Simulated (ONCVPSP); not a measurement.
K (Z = 19): one change to an ONCV potential, before and after

- Element: K
- Generator: ONCVPSP 4.0.1
- Type: optimised norm-conserving Vanderbilt (ONCV)
- Functional: LDA (Perdew-Zunger)
- Relativity: scalar-relativistic
- Frozen core: [Ne]
- Valence charge: 9
- Reference configuration: 3s2 3p6 (charge +1)
- Partial waves: 3s: rc 1.75 bohr, ncon 4, nbas 9, qcut 9.1 1/bohr, 1 projector; 3p: rc 1.35 bohr, ncon 3, nbas 6, qcut 6.5 1/bohr, 2 projectors, debl 3.1 Ha; d scattering state at 0.16 Ha: rc 1.35 bohr, ncon 4, nbas 8, qcut 7.5 1/bohr, local
- Local potential: the d channel
- Core correction: polynomial model core, fcfact 0.45

In the d channel the program set the typed energies aside and used 0.050 Ha.

All-electron outer shells of the reference configuration (LDA (Perdew-Zunger), scalar-relativistic, ld1.x):

```
shell  level (eV)  outermost node (bohr)  outermost maximum (bohr)
   3p      -24.97                   0.45                      1.15
```

Change: p: rc 1.74.

Cutoffs: the cutoffs (Ha) at which the residual kinetic energy of the hardest occupied pseudo-wave falls to 1 and 0.1 mHa per electron; they do not see the model core or the augmentation charge, which bear on the density cutoff. Errors are all-electron minus pseudo energies relative to the spin-unpolarised reference configuration.

**Question.** Predict the effect on cutoff, ghosts and configuration errors.

**Answer.** The potential gets neither clearly harder nor softer (21 Ha and 26 Ha → 21 Ha and 26 Ha); the bound ghost in p disappears; of the 4 tests that both files solve, the error grows in 0 and shrinks in 1 by more than 15 % and 0.3 meV (median size 13.7 → 13.8 meV).

| quantity | base | changed |
| --- | --- | --- |
| cutoff, loose | 21 Ha | 21 Ha |
| cutoff, tight | 26 Ha | 26 Ha |
| loose cutoff by channel | s 21 Ha, p 11 Ha | s 21 Ha, p 12 Ha |
| bound ghosts | p | none |
| GHOST(+) flags under 300 eV | none | none |
| error for 3s2 3p6 4s1, meV [ΔE -4.41 eV] | +16 | +16 |
| error for 3s2 3p6 4s0.5, meV [ΔE -2.70 eV] | +11 | +11 |
| error for 3s2 3p6 4p1, meV [ΔE -2.78 eV] | -0.5 | -0.1 |
| error for 3s1 3p6 4s1, meV [ΔE 37.42 eV] | +63 | +67 |
| s: phases at 1.78 bohr within 0.05 rad from the reference energy up to (Ha; the scan ends near 5) | 0.7 | 0.7 |
| d: phases at 1.37 bohr within 0.05 rad from the reference energy up to (Ha; the scan ends near 5) | 2.9 | 2.9 |
| rms error of d²Exc/dni dnj with the model core, mHa | 0.29 | 0.27 |

 A true bound ghost makes a file unfit for plane-wave use even where its test errors are small: the radial tests pick states by their node count and pass the ghost by.
